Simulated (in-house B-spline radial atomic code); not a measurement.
**PBE hybrid excitations of He**

Method: PBE hybrid with 0.6 exact exchange. Computed with a B-spline radial code for spherical atoms: linear response of the closed shell 1s2 with the functional's adiabatic kernel; non-relativistic, point nucleus, no spin-orbit coupling, no double excitations, S, P, D and F terms only.

Command:
```bash
python run_td.py task.json out
```
Settings (radii: box in bohr, nucleus in fm):
```
Z                        2
electrons                2
configuration            1s2
hamiltonian              nr
method                   pbeh
box_radius               75
exact_exchange_fraction  0.6
intervals                48
```

Run time, properties included: 0.1 s on 1 thread of Arm Neoverse N1, with other jobs on the host.

The lowest states, in the order of their Tamm-Dancoff energies; the method's threshold (minus the highest occupied level) is 21.712 eV. Labels give the largest channel, * marks a mixed state, and oscillator strengths are full-response dipole values. Measured ¹D terms are left out, since they can mix with doubly excited terms. Semilocal kernels can invert the small singlet-triplet splittings of Rydberg terms. Energies in eV:

```
     state  full response  Tamm-Dancoff  oscillator strength  measured (J-weighted term)
1s → 2s 3S         18.879        18.925                    -                      19.820
1s → 2s 1S              ?             ?                    -                           -
1s → 2p 3P              ?             ?                    -                           ?
1s → 2p 1P         20.236        20.239                0.144                      21.218
1s → 3s 3S         20.841        20.847                    -                      22.718
1s → 3s 1S         20.980        20.984                    -                      22.920
1s → 3p 3P         21.058        21.059                    -                      23.007
```

**Question.** Where does 1s → 2s 1S lie?

**Answer.** At 19.710 eV in full response, 19.730 eV in Tamm-Dancoff.

**Question.** Where does 1s → 2p 3P lie?

**Answer.** At 20.022 eV in full response, 20.030 eV in Tamm-Dancoff; measured 20.964 eV.

**Question.** How large is the singlet-triplet splitting of 1s → 2s (S terms) in Tamm-Dancoff?

**Answer.** 0.805 eV, from the unrounded values.

**Question.** What polarisabilities and dispersion coefficient does the method give?

**Answer.** Dipole 1.39 bohr³, quadrupole 2.551 bohr⁵, C6 1.47 hartree·bohr⁶ for two such species. Recommended dipole value: 1.38375 ± 2e-05 bohr³ (Schwerdtfeger and Nagle, table of static dipole polarizabilities (2023 update)), which includes relativity and correlation.
